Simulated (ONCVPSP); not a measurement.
What one change does to a pseudopotential (gallium (Ga), ONCV)

| Property | Result |
| --- | --- |
| Element | Ga |
| Generator | ONCVPSP 4.0.1 |
| Type | optimised norm-conserving Vanderbilt (ONCV) |
| Functional | LDA (Perdew-Wang 92) |
| Relativity | scalar-relativistic |
| Frozen core | [Ne] |
| Valence charge | 21 |
| Reference configuration | 3s2 3p6 3d10 4s1.75 4p1.25 |
| Partial waves | 3s+4s: rc 1.30 bohr, ncon 3, nbas 6, qcut 11.1 1/bohr, 2 projectors; 3p+4p: rc 1.10 bohr, ncon 5, nbas 8, qcut 15.5 1/bohr, 3 projectors, debl 3.9 Ha; 3d: rc 1.05 bohr, ncon 5, nbas 10, qcut 13.1 1/bohr, 2 projectors, debl 3.4 Ha |
| Local potential | polynomial inside 0.95 bohr (lpopt 5, dvloc0 -1 Ha) |
| Core correction | Teter function, fcfact 4.25, rcfact 1.2 |

Change: local potential polynomial inside 0.95 bohr (lpopt 5, dvloc0 7 Ha).

Cutoffs: the cutoffs (Ha) at which the residual kinetic energy of the hardest occupied pseudo-wave falls to 1 and 0.1 mHa per electron; they do not see the model core or the augmentation charge, which bear on the density cutoff. Errors are all-electron minus pseudo energies relative to the spin-unpolarised reference configuration.

**Question.** Predict the effect on cutoff, ghosts and configuration errors.

**Answer.** The potential gets neither clearly harder nor softer (84 Ha and 296 Ha → 84 Ha and 296 Ha); of the 3 tests that both files solve, the error grows in 2 and shrinks in 0 by more than 15 % and 0.3 meV (median size 0.2 → 1.1 meV); neither file shows a bound ghost.

| quantity | base | changed |
| --- | --- | --- |
| cutoff, loose | 84 Ha | 84 Ha |
| cutoff, tight | 296 Ha | 296 Ha |
| bound ghosts | none | none |
| GHOST(+) flags under 300 eV | none | none |
| tests with a reliable result | 3 of 4 | 3 of 4 |
| error for 3s2 3p6 3d10 4s2 4p1, meV [ΔE -1.62 eV] | +0.2 | 0.0 |
| error for 3s2 3p6 3d10 4s2 4p0, meV [ΔE 4.26 eV] | -0.2 | -1.1 |
| error for 3s2 3p6 3d10 4s1 4p0, meV [ΔE 25.76 eV] | -1.2 | -2.7 |
| s: phases at 1.32 bohr within 0.05 rad from the reference energy up to (Ha; the scan ends near 5) | to the end of the scan | to the end of the scan |
| p: phases at 1.12 bohr within 0.05 rad from the reference energy up to (Ha; the scan ends near 5) | to the end of the scan | to the end of the scan |
| d: phases at 1.06 bohr within 0.05 rad from the reference energy up to (Ha; the scan ends near 5) | to the end of the scan | to the end of the scan |
| rms error of d²Exc/dni dnj with the model core, mHa | 1.12 | 1.12 |
